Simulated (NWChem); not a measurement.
System: C2H3FOSi; SMILES FC1=CO[SiH2]1

Here is an NWChem input.

```
start job
memory heap 200 mb stack 900 mb global 1100 mb
geometry units angstroms noautoz
  F     -0.285542     2.097646     0.000000
  C     -0.009365     0.804428     0.000000
  C      1.182236     0.174934     0.000000
  O      0.953733    -1.191859     0.000000
  Si    -0.753469    -0.897435     0.000000
  H      2.218771     0.528118     0.000000
  H     -1.422580    -1.415179    -1.222563
  H     -1.422580    -1.415179     1.222563
end
basis spherical
  * library 6-31+g*
end
dft
  xc slater vwn_5
  iterations 150
  vectors input atomic output neutral.movecs
end
task dft energy
charge 1
dft
  odft
  mult 2
  vectors input atomic output cation.movecs
end
task dft energy
charge -1
dft
  odft
  mult 2
  vectors input atomic output anion.movecs
end
task dft energy
```

Excerpt of the output:

```
             Northwest Computational Chemistry Package (NWChem) 7.3.0
             --------------------------------------------------------

 CS  symmetry detected

                             Geometry "geometry" -> ""
                             -------------------------

 Output coordinates in angstroms (scale by  1.889725989 to convert to a.u.)

  No.       Tag          Charge          X              Y              Z
 ---- ---------------- ---------- -------------- -------------- --------------
    1 F                    9.0000    -0.22678654     2.09996806     0.00000000
    2 C                    6.0000     0.00056637     0.79727961     0.00000000
    3 C                    6.0000     1.16765382     0.12342315     0.00000000
    4 O                    8.0000     0.88791702    -1.23381082     0.00000000
    5 Si                  14.0000    -0.80700638    -0.87539928     0.00000000
    6 H                    1.0000     2.21673648     0.43738063     0.00000000
    7 H                    1.0000    -1.49511284    -1.36761659    -1.22256300
    8 H                    1.0000    -1.49511284    -1.36761659     1.22256300

 Effective nuclear repulsion energy (a.u.)     218.7219500104

      Symmetry information
      --------------------

 Group name             Cs
 Group number              2
 Group order               2
 No. of unique centers     7

                                 NWChem DFT Module
                                 -----------------

 Summary of "ao basis" -> "ao basis" (spherical)
 ------------------------------------------------------------------------------
       Tag                 Description            Shells   Functions and Types
 ---------------- ------------------------------  ------  ---------------------
 F                          6-31+g*                  8       18   4s3p1d
 C                          6-31+g*                  8       18   4s3p1d
 O                          6-31+g*                  8       18   4s3p1d
 Si                         6-31+g*                 10       22   5s4p1d
 H                          6-31+g*                  2        2   2s

      Symmetry analysis of basis
      --------------------------

        a'         72
        a"         28

            General Information
            -------------------
          SCF calculation type: DFT
          Wavefunction type:  closed shell.
          No. of atoms     :     8
          No. of electrons :    46
           Alpha electrons :    23
            Beta electrons :    23
          Charge           :     0
          Spin multiplicity:     1
          Use of symmetry is: on ; symmetry adaption is: on
          Maximum number of iterations: 150
          AO basis - number of functions:   100
                     number of shells:    48
          Convergence on energy requested:  1.00D-06
          Convergence on density requested:  1.00D-05
          Convergence on gradient requested:  5.00D-04

              XC Information
              --------------
                        Slater Exchange Functional  1.000 local
                      VWN V Correlation Functional  1.000 local

             Grid Information
             ----------------
          Grid used for XC integration:  medium
          Radial quadrature: Mura-Knowles
          Angular quadrature: Lebedev.
          Tag              B.-S. Rad. Rad. Pts. Rad. Cut. Ang. Pts.
          ---              ---------- --------- --------- ---------
          F                   0.50       49          12.0       434
          C                   0.70       49          12.0       434
          O                   0.60       49          11.0       434
          Si                  1.10       88          12.0       590
          H                   0.35       45          11.0       434
          Grid pruning is: on
          Number of quadrature shells:   374
          Spatial weights used:  Erf1

      Superposition of Atomic Density Guess
      -------------------------------------

 Sum of atomic energies:        -539.77445654

      Non-variational initial energy
      ------------------------------

 Total energy =    -541.990611
 1-e energy   =   -1179.950103
 2-e energy   =     419.237543
 HOMO         =      -0.253331
 LUMO         =      -0.000114

      Symmetry analysis of molecular orbitals - initial
      -------------------------------------------------

  Numbering of irreducible representations:

     1 a'          2 a"

  Orbital symmetries:

     1 a'          2 a'          3 a'          4 a'          5 a'
     6 a'          7 a'          8 a"          9 a'         10 a'
    11 a'         12 a'         13 a'         14 a'         15 a'
    16 a"         17 a'         18 a"         19 a'         20 a'
    21 a"         22 a'         23 a"         24 a'         25 a"
    26 a'         27 a'         28 a'         29 a"         30 a'
    31 a'         32 a'         33 a"

   convergence    iter        energy       DeltaE   RMS-Dens  Diis-err
 ---------------- ----- ----------------- --------- --------- ---------
 d= 0,ls=0.0,diis     1   -539.3743129326 -7.58D+02  2.30D-02  1.23D+00
 d= 0,ls=0.0,diis     2   -539.0688347000  3.05D-01  1.71D-02  4.18D+00
 d= 0,ls=0.0,diis     3   -539.4412194643 -3.72D-01  7.84D-03  3.78D-01
 d= 0,ls=0.0,diis     4   -539.4517125831 -1.05D-02  4.09D-03  2.82D-01
 d= 0,ls=0.0,diis     5   -539.4844079032 -3.27D-02  9.43D-04  5.33D-03
  Resetting Diis
 d= 0,ls=0.0,diis     6   -539.4849550996 -5.47D-04  3.15D-04  1.22D-03
 d= 0,ls=0.0,diis     7   -539.4850997983 -1.45D-04  2.17D-04  1.67D-04
 d= 0,ls=0.0,diis     8   -539.4850463200  5.35D-05  1.53D-04  6.68D-04
 d= 0,ls=0.0,diis     9   -539.4851155042 -6.92D-05  3.87D-05  1.16D-05
 d= 0,ls=0.0,diis    10   -539.4851168339 -1.33D-06  1.21D-05  2.53D-06
 d= 0,ls=0.0,diis    11   -539.4851171244 -2.91D-07  1.72D-06  3.41D-08

         Total DFT energy =     -539.485117124434
      One electron energy =    -1182.418319305730
           Coulomb energy =      473.038249572336
    Exchange-Corr. energy =      -48.826997401410
 Nuclear repulsion energy =      218.721950010370

 Numeric. integr. density =       46.000008179157

                  Occupations of the irreducible representations
                  ----------------------------------------------

                     irrep           alpha         beta
                     --------     --------     --------
                     a'               18.0         18.0
                     a"                5.0          5.0

                       DFT Final Molecular Orbital Analysis
                       ------------------------------------

 Vector   21  Occ=2.000000D+00  E=-3.146479D-01  Symmetry=a"
              MO Center= -6.8D-01, -1.1D+00,  8.2D-15, r^2= 3.1D+00
   Bfn.  Coefficient  Atom+Function         Bfn.  Coefficient  Atom+Function
  ----- ------------  ---------------      ----- ------------  ---------------
    81      0.318800  5 Si pz                59     -0.273781  4 O  pz
    98     -0.274704  7 H  s                100      0.274704  8 H  s
    97     -0.212286  7 H  s                 99      0.212286  8 H  s
    41     -0.205743  3 C  pz                63     -0.183384  4 O  pz
    77     -0.130252  5 Si pz                45     -0.121649  3 C  pz

 Vector   22  Occ=2.000000D+00  E=-2.849860D-01  Symmetry=a'
              MO Center= -2.0D-01,  4.4D-01, -5.0D-15, r^2= 3.0D+00
   Bfn.  Coefficient  Atom+Function         Bfn.  Coefficient  Atom+Function
  ----- ------------  ---------------      ----- ------------  ---------------
    21     -0.339103  2 C  px                 3      0.332607  1 F  px
    80      0.330066  5 Si py                82      0.247428  5 Si s
    39      0.233041  3 C  px                 7      0.215713  1 F  px
    79      0.153183  5 Si px                96      0.143722  6 H  s
    24      0.133893  2 C  s                 98     -0.129313  7 H  s

 Vector   23  Occ=2.000000D+00  E=-2.077015D-01  Symmetry=a"
              MO Center=  4.9D-01,  1.1D-01, -4.7D-16, r^2= 2.3D+00
   Bfn.  Coefficient  Atom+Function         Bfn.  Coefficient  Atom+Function
  ----- ------------  ---------------      ----- ------------  ---------------
    59     -0.402786  4 O  pz                23      0.377496  2 C  pz
    63     -0.294741  4 O  pz                41      0.283762  3 C  pz
    27      0.262087  2 C  pz                 5     -0.256617  1 F  pz
    45      0.199580  3 C  pz                 9     -0.176909  1 F  pz
    67     -0.125210  4 O  pz                13     -0.085701  1 F  pz

 Vector   24  Occ=0.000000D+00  E=-6.822331D-02  Symmetry=a'
              MO Center= -9.8D-01, -8.1D-01, -3.5D-16, r^2= 4.4D+00
   Bfn.  Coefficient  Atom+Function         Bfn.  Coefficient  Atom+Function
  ----- ------------  ---------------      ----- ------------  ---------------
    28      1.304206  2 C  s                 64     -0.932331  4 O  s
    83      0.770706  5 Si px                46     -0.743350  3 C  s
    84     -0.630684  5 Si py                82      0.438154  5 Si s
    60     -0.356310  4 O  s                 65      0.339424  4 O  px
    30     -0.333891  2 C  py                79      0.326566  5 Si px

 Vector   25  Occ=0.000000D+00  E=-4.784754D-02  Symmetry=a"
              MO Center=  4.4D-01,  1.1D-01,  7.2D-15, r^2= 3.2D+00
   Bfn.  Coefficient  Atom+Function         Bfn.  Coefficient  Atom+Function
  ----- ------------  ---------------      ----- ------------  ---------------
    45      0.495196  3 C  pz                41      0.455040  3 C  pz
    85     -0.439322  5 Si pz                49      0.407033  3 C  pz
    27     -0.391809  2 C  pz                31     -0.375605  2 C  pz
    98     -0.364217  7 H  s                100      0.364217  8 H  s
    23     -0.355903  2 C  pz                81     -0.222598  5 Si pz

[...]
```

Level: LDA (Slater exchange, VWN5)/6-31+G* (spherical d), vertical spin-unrestricted ions. The geometry was optimised at PBE0/def2-SVP.
